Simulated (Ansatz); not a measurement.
`COC(C)(F)Cl` and `C[C](F)(Cl)[SnH3]` differ in one atom or group.

Ansatz, PBE0-D4/def2-TZVP geometries, multiplicity 1. Each molecule was computed in one conformer, which needn't be the lowest.

Elements past krypton have def2 core potentials.

```tsv
property	`COC(C)(F)Cl`
HOMO energy (B3LYP/def2-TZVPP) / eV	-8.37
HOMO–LUMO gap (B3LYP/def2-TZVPP) / eV	8.82
size of the dipole moment (B3LYP/def2-TZVPP) / D	3.02
HOMO energy (PBE0/def2-TZVPP) / eV	-8.62
LUMO energy (PBE0/def2-TZVPP) / eV	0.76
LUMO energy (B3LYP/def2-TZVPP) / eV	0.45
```

**Question.** Give the same properties after the change, and the shifts. (An estimate is asked.)

**Answer.** Ansatz gave: 
```tsv
property	`C[C](F)(Cl)[SnH3]`	shift
HOMO energy (B3LYP/def2-TZVPP) / eV	-7.55	0.82
HOMO–LUMO gap (B3LYP/def2-TZVPP) / eV	7.02	-1.80
size of the dipole moment (B3LYP/def2-TZVPP) / D	2.01	-1.01
HOMO energy (PBE0/def2-TZVPP) / eV	-7.74	0.88
LUMO energy (PBE0/def2-TZVPP) / eV	-0.27	-1.03
LUMO energy (B3LYP/def2-TZVPP) / eV	-0.53	-0.98
```

With PBE0 the HOMO rises by 0.88 eV and the LUMO falls by 1.03 eV, so the gap narrows by about 1.91 eV. PBE moves the HOMO by 0.51 eV and ωB97M-V by 1.11 eV. Dipoles are sizes alone; their direction can turn.

B3LYP here is the variant with VWN-RPA as its local correlation; programs differ in this.
